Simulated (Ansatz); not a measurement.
The first iterations of a band of C$_{4}$H$_{6}$BF (12 atoms, charge 0, multiplicity 1).

Theory: Ansatz, RKS PBE-D4/6-31G*.

```yaml
movable_images: 9
climbing_image: yes
spring: 5.0 eV/Å²
optimiser: quadratic models (default)
start_path: IDPP
force_threshold: 0.05 eV/Å
iteration_limit: 60
end_points: relaxed
```

Image 0:

```xyz
12
Properties=species:S:1:pos:R:3
C -0.707 -2.734 0.561
C -0.250 -1.631 0.021
C 0.189 -0.472 -0.469
F 0.839 -0.477 -1.683
B -0.004 0.868 0.272
C 0.513 2.226 -0.313
H -1.724 -3.095 0.362
H -0.090 -3.342 1.236
H -0.579 0.820 1.334
H 1.201 2.708 0.409
H -0.331 2.937 -0.412
H 1.020 2.138 -1.286
```

Image 10:

```xyz
12
Properties=species:S:1:pos:R:3
C -0.337 -2.327 -0.038
C 0.147 -1.249 -0.605
C 0.604 -0.101 -1.105
F 1.267 -0.127 -2.308
B 0.421 1.255 -0.388
C -0.317 1.405 0.985
H -1.356 -2.679 -0.243
H 0.262 -2.931 0.657
H 0.883 2.228 -0.939
H -1.150 2.128 0.881
H 0.365 1.873 1.722
H -0.713 0.470 1.416
```

| iteration | highest image above the first end (eV) | largest band force component (eV/Å) |
| --- | --- | --- |
| 1 | 0.663 | 1.511 |
| 2 | 0.583 | 1.100 |
| 3 | 0.545 | 1.070 |
| 4 | 0.535 | 0.683 |
| 5 | 0.523 | 0.506 |

Task: Does the band converge within its limit, and where does its top end?

Result: The run converged. It ended after 17 iterations with the highest image 0.506 eV above the first end. A vibrational analysis at the climbing image gives 2 clearly imaginary modes (191i, 72i cm⁻¹): a point of higher order, so a lower path passes nearby.

Time of the run: 2.3 min on 2 threads of Intel(R) Xeon(R) 6975P-C (Granite Rapids) (shared host), peak memory 0.17 GiB.
